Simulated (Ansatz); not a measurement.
One change: `OB([SiH3])OCF` becomes `OBOCF`.

Ansatz, PBE0-D4/def2-TZVP geometries, multiplicity 1. Each molecule was computed in one conformer, which needn't be the lowest.

```tsv
property	`OB([SiH3])OCF`
HOMO–LUMO gap (ωB97M-V/def2-TZVPP) / eV	12.11
HOMO–LUMO gap (B3LYP/def2-TZVPP) / eV	7.60
HOMO–LUMO gap (PBE0/def2-TZVPP) / eV	8.02
size of the dipole moment (B3LYP/def2-TZVPP) / D	2.52
LUMO energy (ωB97M-V/def2-TZVPP) / eV	1.49
LUMO energy (B3LYP/def2-TZVPP) / eV	-0.64
```

Problem. What does the change do to each property? (An estimate is asked.)

Solution. Computed: 
```tsv
property	`OBOCF`	shift
HOMO–LUMO gap (ωB97M-V/def2-TZVPP) / eV	14.11	2.00
HOMO–LUMO gap (B3LYP/def2-TZVPP) / eV	9.42	1.82
HOMO–LUMO gap (PBE0/def2-TZVPP) / eV	9.92	1.90
size of the dipole moment (B3LYP/def2-TZVPP) / D	1.72	-0.80
LUMO energy (ωB97M-V/def2-TZVPP) / eV	2.29	0.80
LUMO energy (B3LYP/def2-TZVPP) / eV	0.25	0.89
```

With PBE0 the HOMO falls by 0.94 eV and the LUMO rises by 0.96 eV, so the gap widens by about 1.90 eV. PBE moves the HOMO by -0.56 eV and ωB97M-V by -1.20 eV. Dipoles are sizes alone; their direction can turn.

B3LYP here is the variant with VWN-RPA as its local correlation; programs differ in this.
